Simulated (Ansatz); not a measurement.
System: sum formula AlO2FH2 (charge 0, singlet). SMILES: [OH][Al]([OH])[F]
Structure (B3LYP-D3(BJ)/def2-TZVP (Ansatz, a first-principles code) minimum search):
```
Al
F 1 1.6426
O 1 1.6866 2 116.70
H 3 0.9568 1 125.62 2 -180.00
O 1 1.6866 2 116.70 3 -180.00
H 5 0.9568 1 125.62 2 180.00
```

Computed values are from Ansatz. Valence correlation only, unless marked. Open shells are spin-unrestricted. No spin-orbit coupling. No relativistic terms. CBS marks a two-point X^-3 extrapolation of the correlation energy; Hartree-Fock from the larger set (for Q and 5 zeta extrapolated as (X+1)exp(-9√X)).

Q: What is the T1 diagnostic at CCSD/cc-pV(5+d)Z?

A: 0.012.

Q: What is the dipole moment at CCSD(T)/aug-cc-pV(D+d)Z?

A: 3.62 D.

Q: What is the vertical ionisation energy (to the doublet) at CCSD(T)/CBS(aug-cc-pV(T+d)Z,aug-cc-pV(Q+d)Z)?

A: 12.73 eV.

Q: What is the atomisation energy De at CCSD(T)/CBS(cc-pV(Q+d)Z,cc-pV(5+d)Z)?

A: 591.1 kcal/mol.

Q: What is the total energy at CCSD(T)/CBS(cc-pV(Q+d)Z,cc-pV(5+d)Z)?

A: -493.5580 Eh.
